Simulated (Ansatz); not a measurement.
Steps of a relaxation of `[GeH3][C]1=CC1` with RKS PBE0-D4/def2-TZVP.

```sh
$ ansatz run in.yaml --threads 4 --pin off --events-out ev --progress --plain --max-ram 10444MiB
```

```yaml
crystal:
  periodic: [false, false, false]
  atoms:
    - {symbol: Ge, position_ang: [-0.990969, 1.083246, -0.907986]}
    - {symbol: C, position_ang: [0.001779, -0.216940, 0.116461]}
    - {symbol: C, position_ang: [0.061287, -1.358371, 0.768985]}
    - {symbol: C, position_ang: [1.349671, -0.595022, 0.736821]}
    - {symbol: H, position_ang: [-1.571805, 0.414453, -2.180847]}
    - {symbol: H, position_ang: [-2.159479, 1.641278, -0.054606]}
    - {symbol: H, position_ang: [-0.042959, 2.237277, -1.313792]}
    - {symbol: H, position_ang: [-0.444793, -2.266455, 1.115407]}
    - {symbol: H, position_ang: [1.702066, -0.059972, 1.643280]}
    - {symbol: H, position_ang: [2.178401, -0.930594, 0.079175]}
basis:
  gaussian: {orbitals: def2-TZVP}
hamiltonian: {xc: pbe0, dispersion: d4}
relax: {f_tol: 0.005, max_steps: 150}
```

Positions (Å) and forces (eV/Å) along the path, 14 of 22 steps:

```xyz
10
step=1 energy=-59714.3764 eV
Ge   -0.991    1.083   -0.908   -0.027    0.001   -0.017
C     0.002   -0.217    0.116    0.243   -1.046    0.657
C     0.061   -1.358    0.769    0.004    0.789   -0.451
C     1.350   -0.595    0.737    0.071    0.014    0.024
H    -1.572    0.414   -2.181    0.098    0.091    0.199
H    -2.159    1.641   -0.055    0.191   -0.088   -0.119
H    -0.043    2.237   -1.314   -0.137   -0.174    0.067
H    -0.445   -2.266    1.115    0.286    0.541   -0.205
H     1.702   -0.060    1.643   -0.235   -0.304   -0.501
H     2.178   -0.931    0.079   -0.494    0.176    0.347
10
step=3 energy=-59714.4216 eV
Ge   -0.982    1.073   -0.900    0.002   -0.007    0.003
C     0.005   -0.219    0.118    0.008    0.022   -0.011
C     0.062   -1.343    0.758    0.004   -0.009    0.005
C     1.342   -0.590    0.733   -0.018    0.005   -0.006
H    -1.559    0.406   -2.158   -0.001   -0.005   -0.004
H    -2.136    1.625   -0.050    0.001    0.003    0.006
H    -0.045    2.217   -1.305    0.002    0.000    0.001
H    -0.439   -2.233    1.097   -0.003   -0.007    0.003
H     1.681   -0.066    1.626    0.000    0.003    0.011
H     2.153   -0.921    0.084    0.005   -0.005   -0.008
10
step=5 energy=-59714.4217 eV
Ge   -0.982    1.072   -0.900   -0.002    0.001   -0.002
C     0.006   -0.219    0.117    0.003   -0.006    0.004
C     0.063   -1.343    0.756   -0.005    0.000   -0.004
C     1.341   -0.589    0.734    0.004    0.000    0.003
H    -1.562    0.403   -2.156   -0.001    0.001    0.002
H    -2.132    1.629   -0.047    0.001    0.000   -0.001
H    -0.043    2.215   -1.309    0.000   -0.001   -0.002
H    -0.438   -2.235    1.094    0.002    0.002   -0.002
H     1.678   -0.066    1.629    0.000   -0.001   -0.003
H     2.154   -0.918    0.086   -0.002    0.002    0.003
10
step=6 energy=-59714.4220 eV
Ge   -0.980    1.071   -0.901   -0.045    0.044   -0.046
C     0.012   -0.219    0.110   -0.038   -0.099    0.045
C     0.069   -1.354    0.732   -0.009    0.052   -0.033
C     1.336   -0.580    0.749    0.083   -0.016    0.042
H    -1.614    0.391   -2.127    0.015    0.013    0.032
H    -2.094    1.666   -0.023    0.029   -0.007   -0.014
H    -0.033    2.190   -1.361   -0.016   -0.023    0.009
H    -0.427   -2.259    1.048    0.021    0.038   -0.020
H     1.646   -0.068    1.663   -0.004   -0.030   -0.064
H     2.168   -0.889    0.112   -0.036    0.028    0.051
10
step=11 energy=-59714.4360 eV
Ge   -0.982    1.058   -0.908   -0.100    0.209   -0.090
C     0.018   -0.243    0.083    0.013   -0.025    0.026
C     0.136   -1.432    0.583    0.075    0.007    0.012
C     1.290   -0.531    0.861   -0.025   -0.052   -0.001
H    -1.952    0.354   -1.889    0.125    0.081    0.167
H    -1.781    1.961    0.068    0.103   -0.175   -0.119
H    -0.009    1.966   -1.696   -0.086   -0.154    0.074
H    -0.283   -2.419    0.725    0.069    0.146   -0.024
H     1.418   -0.101    1.859   -0.026   -0.058   -0.129
H     2.229   -0.666    0.315   -0.148    0.021    0.084
10
step=12 energy=-59714.4349 eV rejected
Ge   -0.977    1.060   -0.914   -0.021    0.073    0.013
C     0.034   -0.247    0.057    0.056   -0.027   -0.049
C     0.167   -1.443    0.533   -0.100    0.097    0.239
C     1.286   -0.520    0.879   -0.308   -0.262   -0.445
H    -1.995    0.362   -1.836    0.046    0.024    0.068
H    -1.713    1.967    0.092    0.033   -0.059   -0.058
H    -0.023    1.933   -1.750   -0.026   -0.066    0.026
H    -0.273   -2.414    0.710    0.112    0.038   -0.128
H     1.346   -0.113    1.881    0.143    0.100    0.186
H     2.232   -0.636    0.352    0.065    0.083    0.148
10
step=14 energy=-59714.4499 eV
Ge   -0.980    1.064   -0.910    0.005    0.005    0.009
C     0.021   -0.237    0.075   -0.025   -0.066   -0.019
C     0.161   -1.439    0.535   -0.055    0.037   -0.031
C     1.267   -0.518    0.891    0.062    0.022    0.037
H    -2.028    0.359   -1.784   -0.003   -0.001    0.011
H    -1.677    2.011    0.078    0.006    0.007   -0.005
H    -0.017    1.874   -1.790    0.000   -0.004   -0.007
H    -0.232   -2.439    0.624    0.012   -0.005   -0.001
H     1.341   -0.120    1.903    0.002   -0.014   -0.003
H     2.227   -0.606    0.382   -0.003    0.019    0.009
10
step=15 energy=-59714.4524 eV
Ge   -0.978    1.064   -0.910   -0.068    0.080   -0.058
C     0.025   -0.238    0.067    0.022   -0.091    0.047
C     0.190   -1.455    0.482   -0.013    0.038   -0.012
C     1.245   -0.507    0.928    0.079   -0.004    0.025
H    -2.121    0.361   -1.671    0.092    0.073    0.057
H    -1.563    2.099    0.078    0.066   -0.089   -0.099
H    -0.035    1.780   -1.901   -0.097   -0.056    0.086
H    -0.171   -2.472    0.509    0.056    0.095    0.004
H     1.260   -0.152    1.962   -0.015   -0.043   -0.105
H     2.233   -0.532    0.459   -0.122   -0.003    0.055
10
step=16 energy=-59714.4552 eV
Ge   -0.980    1.060   -0.911   -0.003    0.036   -0.031
C     0.025   -0.240    0.067   -0.003   -0.068   -0.001
C     0.195   -1.457    0.478   -0.026    0.037   -0.011
C     1.241   -0.505    0.932    0.046   -0.002    0.012
H    -2.131    0.372   -1.662    0.028    0.016    0.027
H    -1.537    2.102    0.072   -0.008   -0.007   -0.004
H    -0.049    1.771   -1.908   -0.016   -0.027    0.013
H    -0.159   -2.475    0.499    0.030    0.028    0.005
H     1.248   -0.155    1.966   -0.008   -0.018   -0.030
H     2.230   -0.525    0.470   -0.040    0.004    0.020
10
step=17 energy=-59714.4512 eV rejected
Ge   -0.976    1.062   -0.909   -0.044   -0.039   -0.038
C     0.010   -0.262    0.058   -0.014    0.656   -0.102
C     0.198   -1.463    0.473    0.163   -0.580    0.154
C     1.229   -0.502    0.933   -0.054    0.044   -0.001
H    -2.147    0.392   -1.644   -0.001    0.022   -0.001
H    -1.504    2.115    0.076    0.003   -0.003    0.011
H    -0.043    1.747   -1.920    0.003   -0.017    0.012
H    -0.125   -2.489    0.496   -0.038   -0.053   -0.010
H     1.223   -0.160    1.968   -0.014    0.026   -0.020
H     2.218   -0.491    0.473   -0.003   -0.056   -0.005
10
step=19 energy=-59714.4561 eV
Ge   -0.980    1.062   -0.911   -0.003    0.009    0.004
C     0.020   -0.247    0.061    0.009    0.020    0.004
C     0.209   -1.464    0.459    0.008   -0.020    0.001
C     1.228   -0.501    0.944   -0.011    0.000   -0.004
H    -2.167    0.390   -1.617    0.009    0.008    0.007
H    -1.484    2.133    0.069    0.002   -0.015   -0.011
H    -0.057    1.727   -1.945   -0.006   -0.008    0.003
H    -0.118   -2.491    0.461    0.001    0.009    0.000
H     1.208   -0.166    1.982    0.000   -0.002   -0.007
H     2.224   -0.493    0.499   -0.007   -0.001    0.003
10
step=20 energy=-59714.4562 eV
Ge   -0.978    1.063   -0.911   -0.012   -0.012   -0.007
C     0.023   -0.246    0.061    0.007   -0.016    0.006
C     0.214   -1.465    0.452   -0.002    0.016   -0.004
C     1.225   -0.500    0.950   -0.003   -0.004   -0.002
H    -2.176    0.394   -1.599    0.000   -0.005   -0.002
H    -1.472    2.140    0.067    0.009    0.009    0.000
H    -0.064    1.712   -1.962    0.000    0.007    0.007
H    -0.110   -2.493    0.445    0.000    0.005    0.000
H     1.197   -0.172    1.989    0.002   -0.002    0.000
H     2.224   -0.486    0.512    0.000    0.002    0.002
10
step=21 energy=-59714.4562 eV
Ge   -0.979    1.063   -0.911    0.003   -0.006   -0.001
C     0.022   -0.246    0.061    0.003   -0.006    0.008
C     0.213   -1.465    0.452    0.000    0.009   -0.003
C     1.225   -0.500    0.949   -0.004   -0.003   -0.002
H    -2.176    0.392   -1.600   -0.002    0.001   -0.002
H    -1.470    2.142    0.065   -0.001    0.002    0.002
H    -0.063    1.713   -1.959   -0.001    0.002   -0.003
H    -0.110   -2.492    0.446   -0.001    0.000    0.000
H     1.197   -0.172    1.989    0.001    0.001    0.002
H     2.223   -0.486    0.511    0.003    0.001    0.000
10
step=22 energy=-59714.4562 eV
Ge   -0.979    1.062   -0.911    0.001   -0.001    0.001
C     0.023   -0.245    0.061   -0.001    0.002   -0.001
C     0.213   -1.464    0.452    0.000   -0.001    0.000
C     1.226   -0.500    0.950    0.000   -0.001    0.000
H    -2.176    0.391   -1.600    0.000    0.000    0.000
H    -1.470    2.142    0.065    0.000    0.000    0.000
H    -0.065    1.714   -1.960    0.000    0.000    0.000
H    -0.111   -2.492    0.445    0.000    0.001    0.000
H     1.198   -0.173    1.989    0.000    0.000    0.000
H     2.224   -0.486    0.511    0.000    0.000    0.000
```

Hardware: 4 threads of an Arm Neoverse V2 on a shared host. Wall time 53 s, peak host memory 0.43 GiB.
